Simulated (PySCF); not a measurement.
## Spinor energies of Gd²⁹⁺ (gadolinium, charge +29)

Start: [Ar] 3d10 4s2 4p5; 4p1/2 filled at m_j = -1/2, +1/2; 4p3/2 filled at m_j = -1/2, +1/2, +3/2. Calculated with PySCF 2.14 in an uncontracted even-tempered set (17 s from 2.6 bohr⁻², ratio 2.8; 14 p from 3.4 bohr⁻², ratio 2.8; 8 d from 6 bohr⁻², ratio 2.8; 4 f from 18 bohr⁻², ratio 3): generalised Hartree-Fock with the X2C-1e Hamiltonian and a Gaussian nucleus; one run each with spin-orbit coupling (SO) switched off, then screened by Boettger's factors.

| spinor shell | electrons | ε, spin-free (eV) | ε, screened SO (eV) | weight of nominal j (screened SO) | rms radius, screened SO (bohr) |
| --- | --- | --- | --- | --- | --- |
| 1s1/2 | 2 | -51537.2 | -51527.1 | 1.000 | 0.0249 |
| 2s1/2 | 2 | -9493.1 | -9489.6 | 1.000 | 0.101 |
| 2p1/2 | 2 | -8558.2 | -9049.1 | 1.000 | 0.0863 |
| 2p3/2 | 4 | -8558.2 | -8347.0 | 1.000 | 0.0927 |
| 3s1/2 | 2 | -2918.8 | -2917.3 | 1.000 | 0.257 |
| 3p1/2 | 2 | -2621.8 | -2727.2 | 1.000 | 0.249 |
| 3p3/2 | 4 | -2621.8 | -2575.2 | 1.000 | 0.261 |
| 3d3/2 | 4 | -2234.9 | -2253.6 | 1.000 | 0.233 |
| 4s1/2 | 2 | -1266.5 | -1265.9 | 1.000 | 0.547 |
| 4p1/2 | 2 | -1154.4 | -1184.5 | 0.998 | 0.552 |
| 4p3/2 | 3 | -1154.4 | -1140.8 | 0.999 | 0.575 |

(1) Where does 3d5/2 lie, and what is the 3d spin-orbit splitting (screened SO)?

```
   quantity     spin-free   screened SO
E (hartree)  -10837.22077  -10845.07473
        M_J           3/2           3/2
       ⟨J²⟩         3.751         3.751
       ⟨L²⟩         2.001         2.039
       ⟨S²⟩         0.750         0.789
```

Each row is a mean over spinors that exchange with the open shell spreads, by up to 10.256 eV (4s1/2).

Breit and QED terms are absent; they matter most for the inner s and p1/2 levels.

Densities and radii are taken from the X2C orbitals without a picture-change correction, which distorts them close to the nucleus.

Without spin-orbit coupling the j labels of p, d and f shells carry no meaning; the spin-free column gives the mean over the occupied spinors of each nl shell.

Results:

(1) At -2220.6 eV, 32.935 eV above 3d3/2.
